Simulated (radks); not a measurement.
Sr18+, configuration [Ar] 3d2.

Calculated with a radial shooting solver on a logarithmic mesh with Libxc functionals: Dirac Kohn-Sham, PBEsol, spin-unpolarised, spherical densities, point nucleus; open shells fill j = l - 1/2 first.

Energy parts (hartree):
part                       energy
total                 -3003.80257
kinetic                3100.61528
electron-nucleus      -6768.46771
Hartree                 746.05217
exchange-correlation    -82.00231

Orbitals (lengths in bohr, moments of r in powers of bohr; r(max) is where P^2 peaks):
orbital  occ.  eigenvalue (hartree)       <r^4>   r(max)  <1/r>  small-component weight
1s1/2       2             -608.9288  0.00001105  0.02555  38.97                1.91e-02
2s1/2       2             -103.0095    0.002058   0.1451  8.819                3.87e-03
2p1/2       2             -96.00517    0.001388   0.1135  8.779                3.86e-03
2p3/2       4             -93.47683    0.001518   0.1170  8.441                3.75e-03
3s1/2       2             -32.44422     0.07884   0.4145  3.255                1.20e-03
3p1/2       2             -29.95142     0.07627   0.3988  3.182                1.16e-03
3p3/2       4             -29.45012     0.08109   0.4059  3.102                1.14e-03
3d3/2       2             -25.40103     0.06369   0.3335  2.964                1.05e-03
3d5/2       0             -25.29875     0.06482   0.3354  2.944                1.04e-03
4s1/2       0             -15.20708       1.197   0.8961  1.579                5.04e-04
4p1/2       0             -14.24336       1.284   0.9050  1.536                4.85e-04
4p3/2       0             -14.08545       1.341   0.9163  1.510                4.79e-04

The highest occupied level is 3d3/2 at -691.20 eV. Summed over all electrons, <r^2> = 2.439 bohr^2, which gives a Langevin (diamagnetic) susceptibility term of -1.93 x 10^-6 cm^3/mol. The density falls to 0.001 e/bohr^3 at r = 1.26 bohr. For comparison, the ionisation energy in NIST's Atomic Spectra Database is 722 eV (theoretical). In exact Kohn-Sham theory the highest level is minus the ionisation energy, but local and semilocal functionals leave it too shallow, through self-interaction and a potential that decays too fast; potentials with the right tail come closer.

Beside tabulated values, note that spin-unpolarised runs miss the spin-polarisation part of the exchange energy of open shells.
